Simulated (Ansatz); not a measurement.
BrH3OSiZn, SMILES [SiH3][O][Zn][Br].

Coordinates come from a TPSSh-D3(BJ)/def2-SVP optimisation. The structure was generated by enumeration; whether it is a known compound was not checked. One conformer was computed; it need not be the lowest.

Two levels are set side by side: PBE/def2-SVPD (Ansatz, a first-principles code) and PBE0/def2-SVPD (Ansatz). Energy differences of separate SCF runs at the same geometry; the states with an electron removed or added have multiplicity 2 and 2. Differences are taken from unrounded values.

| quantity | PBE0 |
|---|---|
| vertical ionisation energy (eV) | 10.28 |
| vertical singlet–triplet gap (eV) | 5.15 |

Q: What does PBE give, and how far is it from PBE0? (Estimate from the structure and the level; the computed values follow.)

A: 
| quantity | PBE | PBE minus PBE0 |
|---|---|---|
| vertical ionisation energy (eV) | 9.74 | -0.54 |
| vertical singlet–triplet gap (eV) | 4.50 | -0.65 |
